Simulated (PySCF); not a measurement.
## Excitation energy of Ga by level of theory

Ga [Ar] 3d10 4s2 4p1 (2P) → Ga [Ar] 3d10 4s1 4p2 (4P), as a difference of total energies. Computed with PySCF 2.14 in aug-cc-pwCVDZ-PP with ECP10MDF (6s5p4d1f, 48 functions), with scalar relativity through the core potential. Correlated levels: valence and next inner shell: nothing frozen outside the core potential. The calculations carry no spin-orbit coupling.

```csv
method,excitation energy (eV)
UHF,3.322
MP2 (valence and next inner shell),4.464
SCS-MP2 (valence and next inner shell),4.640
CCSD (valence and next inner shell),4.553
CCSD(T) (valence and next inner shell),4.625
```

Task: How much does correlation contribute at CCSD(T) (valence and next inner shell)?

Result: 4.625 − (3.322) = 1.303 eV, measured against UHF.
